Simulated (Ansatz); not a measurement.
Ideal-gas functions of C2H3FSi, SMILES `F[SiH]1C=C1` at 600 K and 1 bar, from an Ansatz frequency run at PBE0-D4/def2-TZVP.

Molar mass 74.13 g/mol, point group Cs (symmetry number 1), electronic degeneracy 1, moments of inertia 28.492, 110.954, 112.441 u Å². Harmonic wavenumbers (cm⁻¹, unscaled): 281, 295, 627, 676, 753, 772, 853, 930, 979, 1013, 1174, 1513, 2292, 3192, 3211.

Use S(trans) = R[1.5 ln M + 2.5 ln T − 1.1517]; rotational temperatures θ = 24.2544 K / I; S(rot) = R[ln(√π/σ · √(T³/θAθBθC)) + 1.5]; for each mode x = 1.438777 ν̃/T, S = R[x/(eˣ − 1) − ln(1 − e⁻ˣ)] and H = RT x/(eˣ − 1); 1 cm⁻¹ = 0.0119627 kJ/mol; R = 8.31446 J/(mol·K).

Task: By hand: the entropy, in J/(mol·K).

Result: Translation 177.1. Rotation: θ = 0.8513, 0.2186, 0.2157 K, giving 110.4. Vibration, mode by mode: 11.75, 11.36, 5.67, 5.15, 4.45, 4.29, 3.68, 3.18, 2.90, 2.72, 2.00, 1.05, 0.22, 0.03, 0.03, in all 58.5. Electronic 0.0. Sum 346.0 J/(mol·K).

Task: By hand: H − E and G − E in kJ/mol, counted from the electronic energy.

Result: Zero-point energy ½ × 18561 × 0.0119627 = 111.0; thermal vibration 21.4; translation, rotation and pV give 4 RT = 20.0. H − E = 152.4 kJ/mol, and G − E = 152.4 − 600 × 346.0/1000 = -55.2 kJ/mol.

Vibration gives 17 % of the entropy.
